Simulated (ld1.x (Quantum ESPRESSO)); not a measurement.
## Ranking TM potentials for Co

All share these settings but for the change named:

- Element: Co (Z = 27)
- Generator: ld1.x (Quantum ESPRESSO) 7.5
- Type: norm-conserving Troullier–Martins (Kleinman–Bylander form)
- Functional: PBE
- Relativity: scalar-relativistic
- Frozen core: [Ar]
- Valence charge: 9
- Reference configuration: 3d7 4s2 4p0
- Partial waves: 4s (bound): rc 2.15 bohr; 4p (bound, empty): rc 2.45 bohr; 3d (bound): rc 1.60 bohr
- Local potential: all-electron potential smoothed inside 2.10 bohr (lloc = -1)
- Core correction: a·sin(br)/r model core, default radius (core density twice the valence density)

Test errors are all-electron minus pseudo excitation energies from the reference, over 3d7 4s1 4p0; 3d7 4s0 4p0; 3d6 4s0 4p0; 3d6 4s2 4p1; 3d7.5 4s1.5 4p0; 3d7 4s1 4p1; 3d7 4s0 4p2. None of these files shows a bound ghost.

The base gives 234.1 meV.

Of 10 variants that were run, those that failed, showed a ghost or another fault, or gave nearly equal values are left out.

A variant can come out equal or close to the base, since the largest error may sit in a test that the change hardly touches while other tests move.

**Question.** Rank these variants by their largest absolute test error, smallest first.
A. core correction a·sin(br)/r model core inside 1.08 bohr
B. all radii but the core radius scaled by about 0.86 (s 1.86, p 2.12, d 1.38 bohr); local potential all-electron potential smoothed inside 1.82 bohr (lloc = -1)
C. local potential the s channel
D. local potential all-electron potential smoothed inside 1.64 bohr (lloc = -1)
E. wave 3d (bound): rc 1.60 bohr becomes 3d (bound): rc 1.20 bohr

**Answer.** D (168.3 meV), B (199.7 meV), A (232.3 meV), E (288.0 meV), C (412.2 meV).
